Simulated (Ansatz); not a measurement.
Ansatz (a quantum-chemistry and plane-wave program) input:

Ansatz 0.2 input:
```yaml
crystal:
  periodic: [false, false, false]
  atoms:
    - {symbol: C, position_ang: [2.47018666, 0.45533333, 0.02451573]}
    - {symbol: C, position_ang: [1.36594887, -0.45705009, 0.58493225]}
    - {symbol: C, position_ang: [0.05813066, 0.24627431, 0.71957847]}
    - {symbol: C, position_ang: [-1.07020836, 0.05161598, -0.07262310]}
    - {symbol: C, position_ang: [-1.05691083, -0.98473684, -1.17427432]}
    - {symbol: C, position_ang: [-2.21442066, 0.79625672, 0.13307489]}
    - {symbol: H, position_ang: [3.42456902, -0.07281054, -0.02681124]}
    - {symbol: H, position_ang: [2.60460838, 1.33662474, 0.65466521]}
    - {symbol: H, position_ang: [2.21494388, 0.80073440, -0.97875778]}
    - {symbol: H, position_ang: [1.68492730, -0.81999647, 1.56879939]}
    - {symbol: H, position_ang: [1.26868556, -1.33737250, -0.05217027]}
    - {symbol: H, position_ang: [0.00015570, 1.01364897, 1.48616416]}
    - {symbol: H, position_ang: [-0.90759067, -1.98946834, -0.77307924]}
    - {symbol: H, position_ang: [-0.25190149, -0.79830659, -1.88802187]}
    - {symbol: H, position_ang: [-1.99840560, -0.97961731, -1.72165785]}
    - {symbol: H, position_ang: [-2.25876602, 1.54406849, 0.91414705]}
    - {symbol: H, position_ang: [-3.09758417, 0.65633490, -0.47450131]}
basis:
  gaussian:
    orbitals: def2-TZVPD
hamiltonian:
  xc: {name: r2SCAN0}
magnetization: {spin_polarized: true, initial_magnetization: 1}
output: {forces: true}
```

Question: Which total energy does the run end on?

Answer: -235.12334 Eh (r2SCAN0/def2-TZVPD). The basis has 321 functions.

It need not be the lowest isomer of its formula.
